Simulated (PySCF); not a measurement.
C₂H₈FNSi₂.

```xyz
14

F      0.0751     0.2291    -1.3307
C      0.8294     0.7249    -0.2329
Si     2.2987    -0.4904     0.0378
N      0.1093     0.8509     0.9635
C     -1.0847     0.4297     1.1292
Si    -2.2770    -0.4298    -0.1028
H      1.1953     1.7226    -0.5362
H      3.2171     0.0561     1.0724
H      1.7212    -1.7894     0.4750
H      3.0223    -0.6510    -1.2532
H     -1.4875     0.5834     2.1463
H     -3.5015    -0.7389     0.6958
H     -2.6664     0.4655    -1.2252
H     -1.7143    -1.7101    -0.6108
```
Charge 0, spin multiplicity 1.

The structure is a stationary point at B3LYP-D3(BJ)/def2-SVP. The structure was generated by enumeration; whether it is a known compound was not checked. One conformer was computed; it need not be the lowest.

Computed with PBE/pcSseg-1 in PySCF. Non-relativistic, no solvent.

Question: Give the absolute GIAO shielding of each atom: isotropic value and principal components (ppm). (The exact figures need the calculation; the answer reports its results.)

Answer: 
| atom | σ(iso) | σ11 | σ22 | σ33 | span |
|---|---|---|---|---|---|
| F1 | 329.5 | 287.6 | 324.2 | 376.8 | 89.2 |
| C2 | 67.5 | 31.8 | 59.7 | 111.0 | 79.2 |
| Si3 | 399.0 | 364.2 | 390.3 | 442.6 | 78.4 |
| N4 | -172.3 | -529.3 | -182.7 | 195.2 | 724.5 |
| C5 | 16.3 | -79.1 | -8.9 | 137.0 | 216.1 |
| Si6 | 420.4 | 378.8 | 427.2 | 455.2 | 76.4 |
| H7 | 24.2 | 21.4 | 23.6 | 27.6 | 6.2 |
| H8 | 26.9 | 24.1 | 25.1 | 31.6 | 7.6 |
| H9 | 27.5 | 24.3 | 26.9 | 31.1 | 6.8 |
| H10 | 27.0 | 24.1 | 25.3 | 31.6 | 7.5 |
| H11 | 23.0 | 21.1 | 21.9 | 26.1 | 5.0 |
| H12 | 27.2 | 24.5 | 25.3 | 32.0 | 7.5 |
| H13 | 26.9 | 23.6 | 26.4 | 30.9 | 7.3 |
| H14 | 26.9 | 23.6 | 27.0 | 30.2 | 6.6 |
